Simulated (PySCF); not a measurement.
Two-dimensional NMR puzzle

Compound of formula C$_{8}$H$_{16}$. Correlations simulated from computed shifts and the bond graph:

HSQC (one-bond C–H):
```
  δH    δC
1.71  39.0
1.09  36.6
0.96  25.2
0.88  39.0
```

COSY cross peaks (H two or three bonds apart, from the bond graph; peaks can be absent where the dihedral angle is near 90°):
```
  δH    δH
1.71  1.09
1.71  0.88
1.09  0.96
1.09  0.88
```

HMBC (two and three bonds, from the bond graph):
```
  δH                δC
1.71  39.0, 36.6, 25.2
1.09        39.0, 25.2
0.96        39.0, 36.6
0.88  39.0, 36.6, 25.2
```

- σ from GIAO-PBE0/pcSseg-1
- geometry: GFN2-xTB
- run in PySCF
- a single conformation, relativity neglected, gas phase, one averaged value for each set of equivalent atoms

Scale: TMS for $^{1}$H, $^{13}$C (reference shieldings calculated alike).

Exchangeable hydrogens are left out of these lists.

Q: Which molecule is this?

A: trans-1,4-dimethylcyclohexane (SMILES [C@H]1(C)CC[C@H](C)CC1).

Mapped SMILES: `[CH3:1][C@H:2]1[CH2:3][CH2:4][C@H:5]([CH3:6])[CH2:7][CH2:8]1` (H(Xn): hydrogen on atom n). Ha(C3), Ha(C4), Ha(C7), Ha(C8) are cis to C1 on the ring; Hb(C3), Hb(C4), Hb(C7), Hb(C8) are trans to C1 on the ring.

- δC 39.0 is C3/C4/C7/C8, an sp3 CH2 in a ring (δH 0.88, 1.71).
- δC 36.6 is C2/C5, an sp3 CH in a ring (δH 1.09).
- δC 25.2 is C1/C6, a methyl carbon (δH 0.96).
- COSY links 1.71–1.09, 1.71–0.88, 1.09–0.96, 1.09–0.88.

This is the structure that produced the data.

Shifts are as computed. Against solution values, carbons near 30 ppm lie about +3 ppm off and those near 130 ppm about +5 ppm. Of 1211 compounds with measured shifts, 218 miss one by over three times the rms of a fit or turn the order of signals round; such compounds aren't used in these exercises.
